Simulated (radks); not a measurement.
Ionisation of neutral nitrogen, [He] 2s2 2p3, to [He] 2s2 2p2 as the strength of local exchange is varied. Method: non-relativistic Kohn-Sham, Slater X-alpha exchange (alpha = 2/3 is LDA exchange), no correlation, spin-polarised, spherical densities, point nucleus; open shells are filled with parallel spins first; computed with a radial shooting solver on a logarithmic mesh with Libxc functionals.

[
 {"alpha": "0.621", "E(N) (hartree)": "-53.31078", "exchange (hartree)": "-5.40099", "IE (eV)": "13.257", "-e of the level emptied (eV)": "6.876 (2p)", "<r> of it (bohr)": "1.473"},
 {"alpha": "0.667", "E(N) (hartree)": "-53.71219", "exchange (hartree)": "-5.84002", "IE (eV)": "14.012", "-e of the level emptied (eV)": "7.523 (2p)", "<r> of it (bohr)": "1.445"},
 {"alpha": "0.688", "E(N) (hartree)": "-53.89634", "exchange (hartree)": "-6.04219", "IE (eV)": "14.363", "-e of the level emptied (eV)": "7.826 (2p)", "<r> of it (bohr)": "1.433"},
 {"alpha": "0.779", "E(N) (hartree)": "-54.70076", "exchange (hartree)": "-6.93081", "IE (eV)": "15.931", "-e of the level emptied (eV)": "9.195 (2p)", "<r> of it (bohr)": "1.384"},
 {"alpha": "0.794", "E(N) (hartree)": "-54.83435", "exchange (hartree)": "-7.07924", "IE (eV)": "16.196", "-e of the level emptied (eV)": "9.430 (2p)", "<r> of it (bohr)": "1.376"},
 {"alpha": "0.913", "E(N) (hartree)": "-55.90422", "exchange (hartree)": "-8.27627", "IE (eV)": "18.374", "-e of the level emptied (eV)": "11.371 (2p)", "<r> of it (bohr)": "1.319"},
 {"alpha": "0.97", "E(N) (hartree)": "-56.42295", "exchange (hartree)": "-8.86186", "IE (eV)": "19.461", "-e of the level emptied (eV)": "12.353 (2p)", "<r> of it (bohr)": "1.294"}
]

NIST Atomic Spectra Database: 14.534 eV (measured). The Delta-SCF value meets it near alpha = 0.70. Open shells are spherical and high-spin; term and fine-structure splittings are not resolved.
